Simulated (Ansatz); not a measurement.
Basis sets compared for BaSe2⁻. The state is a doublet with charge -1. Geometry PBE-D4/def2-TZVPD. Ansatz on 4 threads of Arm Neoverse N1 on a shared host; times are rough, and most runs start from earlier orbitals.

```xyz
3

Ba   -0.0024   -0.0020   -0.0004
Se    1.4783   -1.9970    1.4030
Se   -1.4760    1.9990   -1.4026
```

In the def2 sets Ba takes a core potential; there is no spin–orbit coupling. The structure comes from a short search, and lower isomers may exist.

```json
{"level": "PBE-D4/def2-SVPD", "functions": "115", "energy (Eh)": "-4827.4427", "HOMO (eV)": "-0.64", "LUMO (eV)": "-0.10", "wall time": "5 s"}
{"level": "PBE0-D4/def2-SVPD", "functions": "115", "energy (Eh)": "-4827.5680", "HOMO (eV)": "-1.57", "LUMO (eV)": "0.42", "wall time": "6 s"}
```

Estimate the rows for PBE-D4/def2-TZVPD, PBE0-D4/def2-TZVPD.


```tsv
level	functions	energy (Eh)	HOMO (eV)	LUMO (eV)	wall time
PBE-D4/def2-TZVPD	154	-4828.0503	-0.64	-0.05	6.5 s
PBE0-D4/def2-TZVPD	154	-4828.1756	-1.57	0.49	9.5 s
```
